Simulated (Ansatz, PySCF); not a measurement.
Dimer: CH4 (SMILES C) (first 5 atoms) with CH3F (SMILES CF); geometry from B3LYP-D3(BJ)/def2-TZVP.
(charge 0, multiplicity 1):
```xyz
10

C      0.0092    -0.0672     0.1910
H     -0.3587     0.6129     0.9573
H     -0.4365    -1.0518     0.3306
H     -0.2591     0.3117    -0.7943
H      1.0937    -0.1463     0.2622
C      0.1122    -0.0425     3.9874
F     -0.5297     1.0925     3.5037
H      0.9614     0.2688     4.5970
H     -0.5947    -0.6144     4.5897
H      0.4541    -0.6381     3.1407
```

Monomers are frozen at their geometry in the pair; levels with a basis set take the counterpoise correction.

Codes used: Ansatz (a quantum-chemistry and plane-wave program); PySCF for the dispersion terms. Values without a source in brackets are computed.

Problem. One of these levels gives -2.6 kJ/mol for the interaction energy. Which?
(A) BLYP-D3(BJ)/def2-TZVPPD
(B) PBE-D4/def2-TZVPPD
(C) HF/aug-cc-pVDZ

Solution. A, BLYP-D3(BJ)/def2-TZVPPD. The others give 1.5 (HF/aug-cc-pVDZ), -4.1 (PBE-D4/def2-TZVPPD)
